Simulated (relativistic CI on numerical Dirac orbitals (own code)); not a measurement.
**Radial parameters of Ta⁴⁺**

Method of calculation: Dirac-Coulomb-Breit CI, KLI orbitals optimised for each configuration, model QED (radiative potential, 1s self-energy scaled to tabulated hydrogen-like ionisation energies), valence Slater integrals scaled by 0.85, P86 correlation energy added to each configuration (own radial code, finite nucleus).

Slater integrals F^k, G^k are unscaled and averaged over j, outside the closed core [Kr] 4d10 5s2; ζ comes from projecting the Hamiltonian with its Breit term on Σ l·s of the shell.

- 4f14 5p6 5d: ζ(5d) = 2353.3 cm⁻¹; <r>(5d) = 1.733, <r^2>(5d) = 3.435 (bohr units).
- 4f14 5p6 6p: ζ(6p) = 8111.9 cm⁻¹; <r>(6p) = 2.986, <r^2>(6p) = 9.91 (bohr units).
- 4f14 5p6 5f: ζ(5f) = 12 cm⁻¹; <r>(5f) = 3.47, <r^2>(5f) = 13.57 (bohr units).

In this model ζ of a weakly bound d, f or g electron outside closed shells comes out too small, for d by up to a factor of two or three and at times with the wrong sign; that of an outer p electron is too small as well.

Averages of the first 10 configurations, taken without configuration mixing, which lowers the lowest level and can move excited configurations by several eV; other configurations of the list can lie among them:

```json
{"Configuration": "4f14 5p6 5d", "Parity": "even", "States": "10", "Average energy above the lowest level (eV)": "0.4"}
{"Configuration": "4f14 5p6 6s", "Parity": "even", "States": "2", "Average energy above the lowest level (eV)": "6.4"}
{"Configuration": "4f14 5p6 6p", "Parity": "odd", "States": "6", "Average energy above the lowest level (eV)": "14.5"}
{"Configuration": "4f14 5p6 5f", "Parity": "odd", "States": "14", "Average energy above the lowest level (eV)": "26.3"}
{"Configuration": "4f14 5p6 5g", "Parity": "even", "States": "18", "Average energy above the lowest level (eV)": "34.6"}
{"Configuration": "4f14 5p6 7s", "Parity": "even", "States": "2", "Average energy above the lowest level (eV)": "25.6"}
{"Configuration": "4f14 5p5 5d2", "Parity": "odd", "States": "270", "Average energy above the lowest level (eV)": "41.3"}
{"Configuration": "4f14 5p6 6d", "Parity": "even", "States": "10", "Average energy above the lowest level (eV)": "24.8"}
{"Configuration": "4f13 5p6 5d2", "Parity": "odd", "States": "630", "Average energy above the lowest level (eV)": "27.5"}
{"Configuration": "4f14 5p6 7p", "Parity": "odd", "States": "6", "Average energy above the lowest level (eV)": "29.0"}
```
